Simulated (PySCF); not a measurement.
Job file and geometry (Å, from GFN2-xTB) of an NMR shielding run on SMILES CS[Si@@](N)(C#N)[SiH2]C#N, C3H7N3SSi2, GIAO PBE0/pcSseg-1 NMR shielding, non-relativistic, gas phase (PySCF 2.14.0, density-fitted response routines); density fitting, a coarse starting grid and PySCF grid level 2 are the driver's defaults:

```
$ OMP_NUM_THREADS=1 python probes_run.py task.json out

{"job": {"kind": "nmr", "xc": "PBE0", "basis": "pcSseg-1"}, "charge": 0, "multiplicity": 1}
C     -2.935803     0.222323     0.072748
S     -1.651458     0.755361     1.242724
Si     0.139556     0.067943     0.240540
N      0.156549    -1.645160     0.304000
C     -0.133160     0.687897    -1.517763
N     -0.339673     1.088075    -2.571912
Si     2.051949     0.989996     1.150183
C      3.324229    -0.330285     0.800543
N      4.055553    -1.180371     0.561925
H     -3.869815     0.645841     0.427287
H     -2.710058     0.598259    -0.920347
H     -3.001389    -0.861553     0.066744
H      0.966965    -2.182222     0.045506
H     -0.678160    -2.208951     0.294264
H      2.069062     1.179832     2.599877
H      2.548055     2.181959     0.459754
```

Q: What does the program print?

A: 
```
coarse grid: 15656 points
cycle   1  E = -1259.0680879087  dE =  8.798e-01  |g| = 6.442e-01  |ddm| = 3.861e+00
cycle   2  E = -1258.7932705318  dE =  2.748e-01  |g| = 1.275e+00  |ddm| = 1.455e+00
cycle   3  E = -1259.1623051753  dE = -3.690e-01  |g| = 2.172e-01  |ddm| = 9.600e-01
cycle   4  E = -1259.1716639286  dE = -9.359e-03  |g| = 6.459e-02  |ddm| = 1.722e-01
cycle   5  E = -1259.1724953418  dE = -8.314e-04  |g| = 1.816e-02  |ddm| = 6.405e-02
cycle   6  E = -1259.1725726647  dE = -7.732e-05  |g| = 3.968e-03  |ddm| = 2.096e-02
cycle   7  E = -1259.1725750869  dE = -2.422e-06  |g| = 2.376e-03  |ddm| = 5.563e-03
final grid: 139808 points
cycle   8  E = -1259.2212663040  dE = -1.877e-05  |g| = 9.976e-03  |ddm| = 2.590e-02
cycle   9  E = -1259.2212226101  dE =  4.369e-05  |g| = 1.724e-02  |ddm| = 1.849e-02
cycle  10  E = -1259.2212858275  dE = -6.322e-05  |g| = 3.571e-03  |ddm| = 1.184e-02
cycle  11  E = -1259.2212885831  dE = -2.756e-06  |g| = 4.662e-04  |ddm| = 2.429e-03
cycle  12  E = -1259.2212886330  dE = -4.994e-08  |g| = 1.298e-04  |ddm| = 5.605e-04
cycle  13  E = -1259.2212886351  dE = -2.130e-09  |g| = 8.376e-05  |ddm| = 1.412e-04
cycle  14  E = -1259.2212886366  dE = -1.452e-09  |g| = 3.091e-05  |ddm| = 6.892e-05
cycle  15  E = -1259.2212886368  dE = -2.051e-10  |g| = 6.744e-06  |ddm| = 2.827e-05
converged SCF energy = -1259.2212886368

GIAO shielding tensors (ppm)
atom      isotropic    diamagn.    paramagn.     s11        s22        s33       span
  0 C      171.640     251.878     -80.238    157.949    166.236    190.735     32.786
  1 S      636.715    1059.469    -422.754    572.505    611.950    725.690    153.185
  2 Si     381.182     880.679    -499.496    327.339    396.646    419.563     92.224
  3 N      239.289     321.701     -82.413    208.413    249.648    259.806     51.393
  4 C       62.232     266.769    -204.537    -55.552    -47.406    289.655    345.207
  5 N      -88.808     339.082    -427.891   -290.719   -248.830    273.123    563.842
  6 Si     452.224     878.875    -426.652    437.302    456.579    462.789     25.487
  7 C       66.088     263.524    -197.437    -46.376    -44.005    288.643    335.019
  8 N     -105.644     336.254    -441.899   -309.863   -304.785    297.716    607.579
  9 H       29.293      28.676       0.617     23.375     26.204     38.299     14.923
 10 H       28.952      31.208      -2.256     23.221     28.315     35.322     12.101
 11 H       29.446      31.158      -1.712     23.284     27.923     37.131     13.847
 12 H       30.159      33.861      -3.702     22.232     26.309     41.936     19.704
 13 H       30.264      32.847      -2.583     22.299     27.974     40.517     18.218
 14 H       27.517      26.669       0.848     23.710     25.956     32.886      9.176
 15 H       27.386      26.871       0.514     23.993     25.505     32.659      8.665
```

Q: Turn these shieldings into chemical shifts. References, each an isolated molecule treated in the same way: $^{13}$C (σ = 186.93 ppm), $^{29}$Si (σ = 349.16 ppm), $^{1}$H (σ = 31.72 ppm) against TMS; $^{33}$S (σ = 503.73 ppm) vs CS2; $^{15}$N (σ = 267.73 ppm) vs NH3.

A: Averaging equivalent atoms: C 4: 124.7; C 7: 120.8; C 0: 15.3; S 1: -133; Si 2: -32.0; Si 6: -103.1; N 8: 373.4; N 5: 356.5; N 3: 28.4; H 15: 4.33; H 14: 4.20; H 9/10/11: 2.49; H 12/13: 1.51 ppm. Experimental scales use liquid or dissolved standards, which lie at an offset from isolated NH3 (liquid NH3: subtract about 20 ppm). Unscaled 15N shifts of sp2 nitrogen come out 20 to 40 ppm too high even then.

Size and cost of the density-fitted run: 209 basis functions, 65 s wall time on 1 thread of an Arm Neoverse V1, shared host; peak memory 0.92 GiB.
